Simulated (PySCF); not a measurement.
Compound: C5H8OSi.
Cartesian coordinates in Å at the PBE0-D3(BJ)/def2-SVP level; atoms count from 1:
```xyz
15
C5H8OSi angstrom
C     -1.499    0.065   -2.522
C     -1.250   -0.259   -1.130
C     -1.004   -0.512    0.035
C     -0.726   -0.810    1.394
C      0.428   -0.512    2.023
O      1.500    0.099    1.517
Si     1.909    0.732    0.005
H     -0.799    0.842   -2.871
H     -2.521    0.447   -2.668
H     -1.372   -0.816   -3.172
H     -1.495   -1.317    1.984
H      0.563   -0.777    3.077
H      3.282    1.261    0.233
H      1.954   -0.327   -1.041
H      1.008    1.850   -0.389
```

The closed-shell ground state was solved at several levels (PySCF, density fitting, gas phase, non-relativistic).

```csv
level,basis functions,total energy (Eh),HOMO (eV),LUMO (eV),gap (eV),dipole (D)
wB97X-D/def2-SVPD,211,-559.6279,-7.99,1.30,9.29,1.12
mPW1PW91/pcSseg-1,166,-559.9037,-6.25,-0.42,5.83,1.20
```

**Question.** What might PBE0/pcSseg-1 (166 basis functions) give for the same quantities?

**Answer.** Total energy -559.5178 Eh, HOMO -6.22 eV, LUMO -0.40 eV, gap 5.82 eV, dipole 1.20 D.

**Question.** How far do the dipole and the HOMO energy spread over the levels?

**Answer.** The dipole runs from 1.12 to 1.20 D (mean 1.17 D) and the HOMO from -7.99 to -6.22 eV.

One conformer stands for the species.

Note: wB97X-D ran without an empirical dispersion term, which enters the total energy and its gradient alone.
